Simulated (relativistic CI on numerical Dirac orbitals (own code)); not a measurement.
**Hyperfine structure of W XXI, mass number 183**

Method of calculation: Dirac-Coulomb-Breit CI, separate exchange-only KLI orbitals for each configuration, a model potential for QED, unscaled Slater integrals (own radial code, finite nucleus).

Configuration list (outside the closed core [Ar] 3d10 4p6 4d10): 4s²4f⁸, 4s²4f⁷5s, 4s²4f⁶5s², 4s²4f⁷6s, 4f¹⁰. Levels of other configurations are missing.

Nuclear spin I = 1/2, μ = 0.11739 μN (tables of Stone and Pyykkö). The electronic factors are computed for point nuclear moments, without core polarisation or the Bohr-Weisskopf and QED corrections.

```csv
Level,E (cm⁻¹),A (MHz)
4s²4f⁸ ⁷F6,0.0,314.3
4s²4f⁸ ⁷F5,8842.8,262.9
4s²4f⁸ ⁷F4,11721.9,280.7
4s²4f⁸ ⁷F3,16061.6,257.7
4s²4f⁸ ⁷F2,18392.0,258.2
4s²4f⁸ ⁷F1,20413.3,252.8
4s²4f⁸ ⁵D4,41231.3,265.7
4s²4f⁸ ⁵L10,52991.9,498.2
```

Levels with J = 0, under 50 % of one LS term, or S terms without an open s electron are left out. Small factors come from cancelling terms and can be off by tens of per cent or more.

At this charge energies of transitions that change n are usually good to better than 1 %, and those within a shell (Δn = 0) to a few per cent. Terms inside the open d or f shell come out 10 to 20 % too wide with unscaled integrals.

Give the hyperfine levels of 4s²4f⁸ ⁷F6 relative to its centre of gravity.

With K = F(F + 1) − I(I + 1) − J(J + 1), E = AK/2: F = 11/2: -1100, F = 13/2: 943 MHz.

LS names give the leading component of a level, which can be under half, so a name can repeat, a term be missing and a line seem to break the LS rules.
